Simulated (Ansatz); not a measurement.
Two isomers of C2H8FNOSi: A = `CO[Si](C)(N)F`, B = `CN[SiH](F)OC`.

Program: Ansatz. Geometries: PBE0-D4/def2-TZVP. ΔE: electronic, gas phase. CBS: MP2 limit from def2 TZ/QZ plus the TZ coupled-cluster correction, frozen cores. Functionals use def2-TZVPP. B3LYP here is the variant with VWN-RPA as its local correlation; programs differ in this. One conformer a species, not always the lowest.

Task: Which is lower in electronic energy at CCSD(T)/CBS, and by how much? (An estimate is asked.)

Result: Computed: A, by 22.1 kcal/mol.

Task: Give E(B) − E(A) in kcal/mol with B2PLYP, r2SCAN-D4, ωB97M-V, B3LYP-D4, HF/def2-TZVPP, B3LYP, CCSD(T)/def2-TZVPP. (An estimate is asked.)

Result: Ansatz gave: B2PLYP 21.5, r2SCAN-D4 22.9, ωB97M-V 22.4, B3LYP-D4 21.2, HF/def2-TZVPP 20.1, B3LYP 21.0, CCSD(T)/def2-TZVPP 21.6. None reverses the order clearly.

Largest T1 diagnostic: 0.011.

In def2-TZVPP, CCSD(T) changes the Hartree–Fock value by +1.5 kcal/mol (the triples alone add +0.1 kcal/mol) and MP2 by +2.2 kcal/mol.
